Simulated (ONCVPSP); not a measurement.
**Scattering properties, ONCV potential for cerium (Ce)**

- Element: cerium (Ce)
- Generator: ONCVPSP 4.0.1
- Type: optimised norm-conserving Vanderbilt (ONCV)
- Functional: PBEsol
- Relativity: scalar-relativistic
- Frozen core: [Kr]
- Valence charge: 22
- Reference configuration: 4d10 4f1 5s2 5p6 5d2 6s1
- Partial waves: 5s+6s: rc 2.85 bohr, ncon 3, nbas 8, qcut 3.8 1/bohr, 2 projectors; 5p: rc 1.85 bohr, ncon 3, nbas 8, qcut 5.1 1/bohr, 1 projector; 4d+5d: rc 1.35 bohr, ncon 3, nbas 8, qcut 14 1/bohr, 2 projectors; 4f: rc 1.35 bohr, ncon 3, nbas 8, qcut 13.5 1/bohr, local
- Local potential: the f channel
- Core correction: Teter function, fcfact 2.5, rcfact 1.5

The phase is arctan(r·R′/R) of the radial function R(r), unwrapped; energies in Ha, scanned from -5 to 5 Ha. A pole is an energy at which the radial function vanishes at the test radius. The pseudo phase is shifted by a multiple of π to meet the all-electron one at the reference energy, and phase errors are pseudo minus all-electron; the curves can meet again beyond the range given. Levels narrower than the energy grid can be missing from the lists of poles.

| channel | radius (bohr) | reference energy (Ha) | poles, all-electron | poles, pseudo | unbroken range about the reference energy with phases within 0.05 rad | phase error 1 Ha above the reference energy (rad) |
| --- | --- | --- | --- | --- | --- | --- |
| s | 2.89 | -0.12 | -1.37, 1.68 | -1.37, 1.41, 2.72 | below 1.4 | -0.013 |
| p | 1.88 | -0.80 | 0.81 | 0.72 | below 1.7 | -0.006 |
| d | 1.37 | -0.08 | -3.60 | -3.60 | the whole range | -0.000 |
| f | 1.37 | -0.14 | 0.78 | 0.90 | -0.7 to 1.3 | +0.029 |

Note: ghosts flagged at negative energy: s at -299.0 eV, p at -181.4 eV; no localised positive-energy state flagged. A true bound ghost makes a file unfit for plane-wave use.

Phases in the d channel:

```csv
E (Ha),all-electron,pseudo
-4.96,0.802,0.802
-4.48,-0.262,-0.262
-4.00,-1.339,-1.339
-3.52,-1.599,-1.599
-3.04,-1.712,-1.712
-2.56,-1.787,-1.787
-2.08,-1.851,-1.851
-1.60,-1.916,-1.916
-1.12,-1.992,-1.992
-0.64,-2.089,-2.089
-0.16,-2.225,-2.225
0.32,-2.431,-2.431
0.80,-2.753,-2.753
1.28,-3.201,-3.202
1.76,-3.652,-3.654
2.24,-3.976,-3.979
2.72,-4.181,-4.184
3.20,-4.314,-4.318
3.68,-4.405,-4.409
4.16,-4.471,-4.476
4.64,-4.521,-4.526
```
